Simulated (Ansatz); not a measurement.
F$_{3}$OW (SMILES [O]=[W+]([F])([F])[F]), charge +1, singlet, at a GFN2-xTB geometry (such geometries of metal compounds can be far from the true shape) (the multiplicity is a formal guess) (core potentials on W); Ansatz (a program for electronic structure) with HF/def2-QZVP.

Here is a job for Ansatz.
Ansatz 0.2 input:
```yaml
crystal:
  periodic: [false, false, false]
  atoms:
    - {symbol: W, position_ang: [0.03276909, 0.01661360, -0.03832689]}
    - {symbol: O, position_ang: [1.06473280, 0.53980879, -1.24531676]}
    - {symbol: F, position_ang: [0.85407835, -0.92010144, 1.24100277]}
    - {symbol: F, position_ang: [-1.27389095, -1.04545804, -0.63272718]}
    - {symbol: F, position_ang: [-0.79605128, 1.34912875, 0.81380483]}
basis:
  gaussian:
    orbitals: def2-QZVP.json
hamiltonian:
  xc: hf
total_charge: 1
```
The basis file holds def2-QZVP in the JSON format of the Basis Set Exchange.

The log (banner, timings and long lists left out):

```
Functional definition: HF
1585 factors; their error is unknown
mean field evaluation 1: about -11946.9217 eV, gradient 9.9e1 eV
mean field evaluation 2: about -11929.4632 eV, gradient 1.5e2 eV
mean field evaluation 4: about -11962.2372 eV, gradient 6.4e0 eV
mean field evaluation 8: about -11962.3008 eV, gradient 7.0e-2 eV
mean field -11962.41160964 eV, -439.6105182403 hartree, gradient 2.2e-5 eV, S^2 0.000000; 0 other end points of the search recorded, 0 dependent functions left out
reference -11962.41160964 eV, -439.6105182403 hartree; 24, 24 occupied and 276, 276 virtual orbitals, 1585 factors
Total energy: -11962.41160964 eV, -439.6105182403 hartree
```
